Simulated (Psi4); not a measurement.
C3H3, doublet, geometry from GFN2-xTB. Base run: Psi4 1.11 with M06-2X/def2-SV(P).

Here is a job for Psi4.
```
memory 2 GB

molecule mol {
0 2
C     0.001404   -0.018997    0.109188
C     0.016848   -0.227990    1.310390
C    -0.015720    0.212717   -1.222609
H     0.030126   -0.407665    2.343087
H     0.899848    0.246266   -1.784816
H    -0.945169    0.367019   -1.740084
}

set {
  basis def2-sv(p)
  reference uks
}

energy('m06-2x')
print_variables()
```

Variants of this job, named by their change:

| change | ΔE vs base (µEh) | SCF cycles | grid points | basis functions | outcome |
|---|---|---|---|---|---|
| base | 0.0 | 10 | 129681 | 48 | converged |
| scf_initial_accelerator = ediis | 0.0 | 10 | 129681 | 48 | converged |
| guess = sap | 0.0 | 12 | 129681 | 48 | converged |
| dft_radial_scheme = mura | 2.5 | 10 | 130912 | 48 | converged |
| dft_basis_tolerance = 1e-8 | 0.0 | 10 | 128043 | 48 | converged |
| d_convergence = 1e-8 | 0.0 | 14 | 129681 | 48 | converged |
| cholesky_tolerance = 1e-3 (with scf_type cd) | -2479 | 10 | 129681 | 48 | converged |
| d_convergence = 1e-10 | 0.0 | 17 | 129681 | 48 | converged |
| soscf = true | - | - | - | 48 | stopped with an error |
| scf_type = pk | -0.3 | 10 | 129681 | 48 | converged |
| dft_radial_points = 150 | 1.0 | 10 | 257781 | 48 | converged |
| dft_radial_points = 50 | 48.4 | 10 | 87715 | 48 | converged |
| level_shift = 1.0 | 0.0 | 10 | 129681 | 48 | converged |

Open shells are given as the SCF converged; they aren't shown to be the lowest states, and a large step between rows can be another state.

- soscf = true: ended with `Fatal Error: Vx: UKS does not support rotated V builds for MGGA's`
